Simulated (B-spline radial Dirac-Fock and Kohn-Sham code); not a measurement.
Subshell photoionisation cross sections of Si⁷⁺ against photon energy

System: silicon as Si⁷⁺, [He] 2s2 2p3.

Input file task.json (cfg lists n, l and occupation; rrms is the nuclear radius in fm):

```json
{"items": [{
  "Z": 14,
  "q": 7,
  "cfg": [[1, 0, 2], [2, 0, 2], [2, 1, 3]],
  "A": 28,
  "rrms": 3.1224,
  "do": ["binding", "quiet", "photo"],
  "hv": [36.9, 60, 143.0, 150, 368.0, 1253.6, 1486.9, 5414.7, 8047.8, 8590.0, 67300.0, 83200.0, 84200.0, 100000, 130000.0, 200000]
}]}
```

Run with: `python xray_run.py task.json out`

These are calculated numbers from an atomic code on a B-spline grid; the model is a relativistic central-field model (Hartree-Slater potential of the initial state, Latter tail, multipole expansion of the photon field, Dirac-Fock thresholds). Values are in kb; a dash marks an energy below the computed threshold. Values for outer subshells far above threshold carry numerical ripple of a few per cent.

```
hν (eV)        1s        2s     2p1/2     2p3/2
    368         –       264       181       359
 1253.6         –      23.8      4.28      8.41
 1486.9         –      16.1      2.46      4.83
 5414.7      8.62     0.626    0.0283    0.0549
 8047.8      2.75     0.211   0.00674    0.0130
   8590      2.27     0.175   0.00523    0.0101
  67300   0.00388  0.000332  1.64e-06  2.92e-06
  83200   0.00196  0.000169  7.12e-07  1.25e-06
  84200   0.00189  0.000163  6.80e-07  1.20e-06
 100000   0.00109  9.38e-05  3.49e-07  6.07e-07
 130000  0.000467  4.05e-05  1.28e-07  2.18e-07
 200000  0.000119  1.04e-05  2.61e-08  4.32e-08
```

At 200000 eV the multipoles beyond E1 give 46.5 % of 1s, 46.5 % of 2s, 60.7 % of 2p1/2, 56.1 % of 2p3/2.
